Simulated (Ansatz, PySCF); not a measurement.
Pair of molecules: CH6AlN (SMILES C[NH][AlH2]) (first 9 atoms) with NH3 (SMILES N); geometry from B3LYP-D3(BJ)/def2-TZVP, rigid monomers moved along the line of their centres of mass till H4···N10 is 3.48 Å.
(charge 0, multiplicity 1):
```xyz
13

C     -0.501    -0.407     1.562
N     -0.353     0.288     0.291
Al     0.817    -0.009    -1.006
H     -0.356     0.258     2.420
H      0.246    -1.200     1.636
H     -1.485    -0.876     1.665
H     -1.035     1.026     0.187
H      0.736     0.912    -2.284
H      1.861    -1.172    -0.790
N     -0.097     0.177     5.892
H      0.417    -0.541     5.395
H     -1.063     0.120     5.590
H      0.263     1.073     5.586
```

Interaction energies are E(AB) − E(A) − E(B) at the monomers' geometry in the complex; basis-set methods are counterpoise corrected.

Cores are frozen in the correlated methods.

Codes used: Ansatz (a program for electronic structure) with Gaussian orbitals; PySCF for the dispersion terms. Each number belongs to the level named beside it.

PBE/def2-TZVPPD gives -0.19 kcal/mol for the interaction energy.

How do the other levels lie against it? Give each less PBE: PBE-D3(BJ)/def2-TZVPPD, r2SCAN/def2-TZVPPD, B3LYP/def2-TZVPPD, wB97M-V/def2-TZVPPD, MP2/aug-cc-pV(D+d)Z, CCSD(T)/aug-cc-pV(D+d)Z.

PBE-D3(BJ)/def2-TZVPPD -0.33; r2SCAN/def2-TZVPPD 0.03; B3LYP/def2-TZVPPD 0.35; wB97M-V/def2-TZVPPD -0.06; MP2/aug-cc-pV(D+d)Z 0.03; CCSD(T)/aug-cc-pV(D+d)Z -0.04 kcal/mol. 3 of 6 lie above PBE; the widest gap is to B3LYP/def2-TZVPPD.
